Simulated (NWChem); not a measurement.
System: CH4BFOS; SMILES FB(S)OC

Input file for NWChem:

```
start job
memory heap 200 mb stack 900 mb global 1100 mb
geometry units angstroms noautoz
  B      0.558669    -0.104670    -0.085152
  F      1.746644    -0.670649    -0.263948
  O      0.468593     1.225625    -0.233196
  C     -0.731353     1.938444    -0.070292
  H     -1.498630     1.604436    -0.788780
  H     -1.133095     1.822350     0.950309
  H     -0.525213     3.002720    -0.246978
  S     -0.884609    -1.131770     0.347316
  H     -0.197862    -2.292596     0.348648
end
basis spherical
  B library pcseg-1
  F library pcseg-1
  O library pcseg-1
  C library pcseg-1
  H library pcseg-1
  S library pcseg-1
end
dft
  xc xpbe96 cpbe96
  iterations 150
  mulliken
end
task dft energy
```

Excerpt of the output:

```
             Northwest Computational Chemistry Package (NWChem) 7.3.0
             --------------------------------------------------------

 CS  symmetry detected

                             Geometry "geometry" -> ""
                             -------------------------

 Output coordinates in angstroms (scale by  1.889725989 to convert to a.u.)

  No.       Tag          Charge          X              Y              Z
 ---- ---------------- ---------- -------------- -------------- --------------
    1 B                    5.0000     0.55750374    -0.13488708     0.00000000
    2 F                    9.0000     1.74598746    -0.72741665     0.00000000
    3 O                    8.0000     0.52486238     1.20625051     0.00000000
    4 C                    6.0000    -0.66930135     1.94685298     0.00000000
    5 H                    1.0000    -1.27651513     1.73142599    -0.89520008
    6 H                    1.0000    -1.27651513     1.73142599     0.89520008
    7 H                    1.0000    -0.41123016     3.01446444     0.00000000
    8 S                   16.0000    -0.96294418    -1.14149152     0.00000000
    9 H                    1.0000    -0.31312948    -2.32338876     0.00000000

 Effective nuclear repulsion energy (a.u.)     215.7042038511

      Symmetry information
      --------------------

 Group name             Cs
 Group number              2
 Group order               2
 No. of unique centers     8

  pbe96 is a nonlocal functional; adding pw91lda local functional.

                                 NWChem DFT Module
                                 -----------------

 Summary of "ao basis" -> "ao basis" (spherical)
 ------------------------------------------------------------------------------
       Tag                 Description            Shells   Functions and Types
 ---------------- ------------------------------  ------  ---------------------
 B                          pcseg-1                  6       14   3s2p1d
 F                          pcseg-1                  6       14   3s2p1d
 O                          pcseg-1                  6       14   3s2p1d
 C                          pcseg-1                  6       14   3s2p1d
 H                          pcseg-1                  3        5   2s1p
 S                          pcseg-1                  8       18   4s3p1d

      Symmetry analysis of basis
      --------------------------

        a'         66
        a"         28

            General Information
            -------------------
          SCF calculation type: DFT
          Wavefunction type:  closed shell.
          No. of atoms     :     9
          No. of electrons :    48
           Alpha electrons :    24
            Beta electrons :    24
          Charge           :     0
          Spin multiplicity:     1
          Use of symmetry is: on ; symmetry adaption is: on
          Maximum number of iterations: 150
          AO basis - number of functions:    94
                     number of shells:    44
          Convergence on energy requested:  1.00D-06
          Convergence on density requested:  1.00D-05
          Convergence on gradient requested:  5.00D-04

              XC Information
              --------------
          PerdewBurkeErnzerhof Exchange Functional  1.000
            Perdew 1991 LDA Correlation Functional  1.000 local
           PerdewBurkeErnz. Correlation Functional  1.000 non-local

             Grid Information
             ----------------
          Grid used for XC integration:  medium
          Radial quadrature: Mura-Knowles
          Angular quadrature: Lebedev.
          Tag              B.-S. Rad. Rad. Pts. Rad. Cut. Ang. Pts.
          ---              ---------- --------- --------- ---------
          B                   0.85       49          10.0       434
          F                   0.50       49          11.0       434
          O                   0.60       49          10.0       434
          C                   0.70       49          12.0       434
          H                   0.35       45          13.0       434
          S                   1.00       88          11.0       590
          Grid pruning is: on
          Number of quadrature shells:   419
          Spatial weights used:  Erf1

      Superposition of Atomic Density Guess
      -------------------------------------

 Sum of atomic energies:        -635.69572866

      Non-variational initial energy
      ------------------------------

 Total energy =    -637.752328
 1-e energy   =   -1304.822416
 2-e energy   =     451.365884
 HOMO         =      -0.345947
 LUMO         =       0.066068

      Symmetry analysis of molecular orbitals - initial
      -------------------------------------------------

  Numbering of irreducible representations:

     1 a'          2 a"

  Orbital symmetries:

     1 a'          2 a'          3 a'          4 a'          5 a'
     6 a'          7 a'          8 a'          9 a"         10 a'
    11 a'         12 a'         13 a'         14 a'         15 a'
    16 a"         17 a'         18 a"         19 a'         20 a'
    21 a'         22 a"         23 a'         24 a"         25 a'
    26 a"         27 a'         28 a'         29 a'         30 a'
    31 a"         32 a'         33 a'         34 a"

     ---------------------------------------------
      Total Density - Mulliken Population Analysis
     ---------------------------------------------

[...]
```

Level: PBE/pcseg-1. Structure relaxed at the PBE0/def2-SVP level.
